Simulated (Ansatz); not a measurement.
`C=C[O][AlH][F]` and `C=C[O][SnH3]` differ in one atom or group.

Ansatz, PBE0-D4/def2-TZVP geometries, multiplicity 1. Each molecule was computed in one conformer, which needn't be the lowest.

Elements past krypton have def2 core potentials.

```tsv
property	`C=C[O][AlH][F]`
HOMO energy (B3LYP/def2-TZVPP) / eV	-6.76
size of the dipole moment (ωB97M-V/def2-TZVPP) / D	1.74
LUMO energy (PBE0/def2-TZVPP) / eV	-0.78
HOMO–LUMO gap (ωB97M-V/def2-TZVPP) / eV	9.99
size of the dipole moment (PBE/def2-TZVPP) / D	1.63
LUMO energy (ωB97M-V/def2-TZVPP) / eV	0.77
```

Problem. What does the change do to each property? (Estimate.)

Solution. Ansatz gave: 
```json
{"property": "HOMO energy (B3LYP/def2-TZVPP) / eV", "`C=C[O][SnH3]`": "-6.29", "shift": "0.47"}
{"property": "size of the dipole moment (ωB97M-V/def2-TZVPP) / D", "`C=C[O][SnH3]`": "1.74", "shift": "0.00"}
{"property": "LUMO energy (PBE0/def2-TZVPP) / eV", "`C=C[O][SnH3]`": "-0.55", "shift": "0.23"}
{"property": "HOMO–LUMO gap (ωB97M-V/def2-TZVPP) / eV", "`C=C[O][SnH3]`": "9.67", "shift": "-0.32"}
{"property": "size of the dipole moment (PBE/def2-TZVPP) / D", "`C=C[O][SnH3]`": "1.62", "shift": "-0.01"}
{"property": "LUMO energy (ωB97M-V/def2-TZVPP) / eV", "`C=C[O][SnH3]`": "0.92", "shift": "0.15"}
```

With PBE0 the HOMO rises by 0.47 eV and the LUMO rises by 0.23 eV, so the gap narrows by about 0.24 eV. PBE moves the HOMO by 0.49 eV and ωB97M-V by 0.47 eV. Dipoles are sizes alone; their direction can turn.

B3LYP here is the variant with VWN-RPA as its local correlation; programs differ in this.
